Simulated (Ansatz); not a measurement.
```xyz
15

C    -0.8123    1.0689   -2.2706
C    -0.0757    0.8372   -1.1882
Si   -0.6609   -0.0618    0.3186
N    -0.3701    0.9399    1.6652
Cl   -2.6363   -0.5821    0.0556
O     0.0671   -1.5005    0.5701
C     1.4525   -1.6529    0.7871
H    -0.4174    1.5963   -3.1344
H    -1.8441    0.7375   -2.3360
H     0.9533    1.1975   -1.1832
H    -0.5919    0.6124    2.5927
H    -0.5316    1.9313    1.5842
H     1.6225   -2.6433    1.2123
H     2.0060   -1.5808   -0.1551
H     1.8390   -0.8997    1.4816
```

Total charge 0; spin multiplicity 1.

Q: List the r2SCAN/def2-TZVPP orbital energies in eV (Ansatz 0.2.0). (An estimate is asked.)

A: Ansatz gave: Occupied: -2752.82, -1792.10, -515.73, -384.93, -274.34, -273.42, -273.00, -254.23, -192.76, -192.63, -192.63, -142.34, -97.25, -97.20, -97.16, -26.72, -22.44, -21.02, -19.99, -17.81, -15.16, -13.45, -12.75, -12.02, -11.78, -11.46, -11.25, -10.35, -10.02, -8.62, -8.10, -7.87, -7.64, -7.33, -6.96, -6.70. Lowest empty: -1.41, 0.82, 1.28, 1.66, 2.11, 2.55, 2.60, 2.84.
